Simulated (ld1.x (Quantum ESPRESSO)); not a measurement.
## Co (Z = 27): variants of one ultrasoft potential

Base potential:

ld1.x (Quantum ESPRESSO) 7.5 input, shortened:

```
&input
   title='Co', zed=27., rel=1, dft='PZ', iswitch=3,
   config='[Ar] 3d8 4s1 4p0'
 /
 &inputp
   pseudotype=3, tm=.true., lloc=-2, rcloc=1.00,
   nlcc=.true., new_core_ps=.true.
 /
6
3S  1  0   2.00   0.00  1.05  1.20  0.0
4S  2  0   1.00   0.00  1.05  1.20  0.0
3P  2  1   6.00   0.00  1.20  1.35  0.0
4P  3  1   0.00   0.00  1.20  1.35  0.0
3D  3  2   8.00   0.00  1.00  1.30  0.0
3D  3  2   0.00   0.35  1.00  1.30  0.0
 &test
   configts(1)='3s2 3p6 3d8 4s1 4p0'
 /
```

All-electron outer shells of the reference configuration (LDA (PZ), scalar-relativistic, ld1.x):

```json
{"shell": "2s", "level (eV)": "-891.79", "outermost node (bohr)": "0.08", "outermost maximum (bohr)": "0.21"}
{"shell": "2p", "level (eV)": "-764.21", "outermost node (bohr)": "–", "outermost maximum (bohr)": "0.17"}
{"shell": "3s", "level (eV)": "-97.10", "outermost node (bohr)": "0.31", "outermost maximum (bohr)": "0.67"}
{"shell": "3p", "level (eV)": "-60.87", "outermost node (bohr)": "0.28", "outermost maximum (bohr)": "0.68"}
{"shell": "4s", "level (eV)": "-4.61", "outermost node (bohr)": "0.97", "outermost maximum (bohr)": "2.41"}
{"shell": "3d", "level (eV)": "-4.50", "outermost node (bohr)": "–", "outermost maximum (bohr)": "0.67"}
{"shell": "4p", "level (eV)": "-0.90", "outermost node (bohr)": "1.07", "outermost maximum (bohr)": "3.59"}
```

Cutoffs, loose and tight: the cutoffs (Ry, on a coarse ladder) from which the occupation-weighted sum of valence levels, in a spherical-Bessel basis at the reference potential, stays within 10 and 1 mRy of its value at 400 Ry. They do not see the model core or the augmentation charge, which bear on the density cutoff. Test errors are all-electron minus pseudo excitation energies from the reference, over the configurations 3s2 3p6 3d7 4s2 4p0; 3s2 3p6 3d7 4s1 4p0; 3s2 3p6 3d7 4s0 4p0; 3s2 3p6 3d7.5 4s1.5 4p0; 3s2 3p6 3d7 4s0 4p1; 3s2 3p6 3d6 4s0 4p0; 3s1 3p6 3d7 4s2 4p0 (two spin-polarised tests are not counted in the largest error). A dash means not determined; rows that change the core or the reference have their own tests. The largest error is taken over the tests solved by every variant that gives reliable tests at all: 3s2 3p6 3d7 4s0 4p0; 3s2 3p6 3d7 4s0 4p1; 3s2 3p6 3d7 4s1 4p0; 3s2 3p6 3d7 4s2 4p0; 3s2 3p6 3d7.5 4s1.5 4p0.

A true bound ghost makes a file unfit for plane-wave use even where its test errors are small: the radial tests pick states by their node count and pass the ghost by.

Cutoffs are not given where the Bessel-basis levels miss the radial ones by over 6 mRy, ghosts where they miss by over 20 mRy; a channel whose overlap is not positive is not tested.

The default core radius of the base comes out at 0.37 bohr.

A file whose overlap is not positive is unfit for use, and its test errors describe a broken file.

```tsv
change	outcome	bound ghosts	largest test error (meV)
base	generated, misses its reference levels by 0.91 eV	not determined	-2119
all radii but the core radius scaled by about 0.82 (s 0.98, p 1.10, d 1.06 bohr, rcut 0.86/0.98/0.82); local potential all-electron potential smoothed inside 0.82 bohr (lloc = -2)	generated	not determined	-558
functional PW91	generated, misses its reference levels by 0.88 eV	not determined	-2083
local potential all-electron potential smoothed inside 1.20 bohr (lloc = -1)	generated, misses its reference levels by 0.91 eV	not determined	-2136
core correction Bessel-smoothed model core inside 0.52 bohr	generated, misses its reference levels by 0.91 eV	not determined	-2124
wave 3d channel at 0.35 Ry: rcut 1.00, rcutus 1.30 bohr becomes 3d channel at -0.18 Ry: rcut 1.00, rcutus 1.30 bohr	generated, misses its reference levels by 0.91 eV	not determined	-2118
core [Ne] 3s2, valence charge 15; reference 3p6 3d7 4s1.5 4p0.5; waves now 4s (bound): rcut 2.05, rcutus 2.20 bohr; 4s channel at 0.05 Ry: rcut 2.05, rcutus 2.20 bohr; 3p (bound): rcut 1.15, rcutus 1.55 bohr; 4p (bound): rcut 1.15, rcutus 1.55 bohr; 3d (bound): rcut 0.75, rcutus 0.90 bohr; 3d channel at 0.35 Ry: rcut 0.75, rcutus 0.90 bohr; local potential all-electron potential smoothed inside 1.05 bohr (lloc = -1); core correction Bessel-smoothed model core inside 0.55 bohr	generated, overlap not positive	s (p not tested, overlap not positive)	-577
waves 3p (bound): rcut 1.20, rcutus 1.56 bohr; 4p (bound): rcut 1.20, rcutus 1.56 bohr	generated, misses its reference levels by 0.91 eV	not determined	-2127
reference 3s2 3p6 3d7 4s2 4p0	generated, misses its reference levels by 1.86 eV	not determined	+3491 over the solved tests; test run stopped at test 3 of 9 (negative rho)
```
